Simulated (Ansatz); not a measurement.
4-chlorobut-1-ene (C₄H₇Cl), SMILES C(Cl)CC=C.

Coordinates come from a PBE0-D3(BJ)/def2-SVP optimisation. The values are those of a single conformer.

Two levels are set side by side: PBE/def2-SVPD (Ansatz, a program for electronic structure) and CAM-B3LYP/def2-SVPD (Ansatz). Energy differences of separate SCF runs at the same geometry; the states with an electron removed or added have multiplicity 2 and 2. Differences are taken from unrounded values.

```json
[
 {"quantity": "vertical ionisation energy (eV)", "CAM-B3LYP": "10.05", "PBE": "9.51", "PBE minus CAM-B3LYP": "-0.54"},
 {"quantity": "vertical singlet–triplet gap (eV)", "CAM-B3LYP": "4.34", "PBE": "4.38", "PBE minus CAM-B3LYP": "0.03"}
]
```
